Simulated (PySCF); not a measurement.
CI2, SMILES I[C]I (connectivity only; charge and spin as stated), neutral, multiplicity 1. Coordinates come from a PBE-D3(BJ)/def2-TZVP optimisation. The def2 effective core potentials stand for the cores of I; spin–orbit coupling is left out.

Calculation: PBE-D3(BJ)/def2-TZVP in PySCF 2.14.0.

Harmonic wavenumbers (cm⁻¹): 127, 494, 570. Rotational constants (GHz): 31.57, 0.6476, 0.6346; symmetry number 2.

Question: Work out the zero-point energy and the ideal-gas rigid-rotor harmonic-oscillator thermochemistry at 298.15 K and 1 atm.

Answer: ZPE = ½ Σ hcν = ½ × 1191 cm⁻¹ = 1.70 kcal/mol. H − E(el) = 4.76 kcal/mol. Entropy in cal/(mol K): translation 42.63, rotation 26.23, vibration 4.17, total 73.04. G − E(el) = -17.02 kcal/mol. Cp = 12.23 cal/(mol K). Modes under 150 cm⁻¹ make the vibrational entropy uncertain.
